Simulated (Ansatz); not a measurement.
F4MoS, SMILES `[F][Mo]([F])([F])([F])=[S]`. Charge 0, multiplicity 1. Mo: def2 effective core potential.

```xyz
6

F     1.474    0.944   -0.562
Mo    0.013   -0.004    0.011
F     0.831   -1.465   -0.738
F    -0.726   -1.191    1.199
F    -0.083    1.219    1.375
S    -1.510    0.497   -1.285
```

(1) What are the harmonic wavenumbers in cm⁻¹ at PBE0-D4/def2-TZVP (Ansatz, finite differences of forces, unscaled)? (Estimate.)

(2) Is this a minimum?

(3) Give the ideal-gas thermochemistry at 298.15 K and 1 bar (rigid rotor, harmonic oscillator; point group C4v, symmetry number 4).

(4) And at 400, 500, 600, 800 and 1000 K?

## Answers

(1) Computed: 121, 213, 213, 246, 246, 265, 339, 612, 632, 724, 724, 724.

(2) Yes, all 12 modes are real.

(3) Zero-point energy 30.2 kJ/mol; H(298) − E = 51.2 kJ/mol; entropy 344.9 J/(mol·K), of which translation 175.2, rotation 106.3, vibration 63.4; G(298) − E = -51.6 kJ/mol.

(4) 
```json
{"T (K)": "400", "H − E (kJ/mol)": "62.3", "S (J/mol/K)": "376.8", "G − E (kJ/mol)": "-88.4"}
{"T (K)": "500", "H − E (kJ/mol)": "74.0", "S (J/mol/K)": "402.9", "G − E (kJ/mol)": "-127.4"}
{"T (K)": "600", "H − E (kJ/mol)": "86.2", "S (J/mol/K)": "425.0", "G − E (kJ/mol)": "-168.9"}
{"T (K)": "800", "H − E (kJ/mol)": "111.3", "S (J/mol/K)": "461.1", "G − E (kJ/mol)": "-257.6"}
{"T (K)": "1000", "H − E (kJ/mol)": "136.9", "S (J/mol/K)": "489.7", "G − E (kJ/mol)": "-352.8"}
```
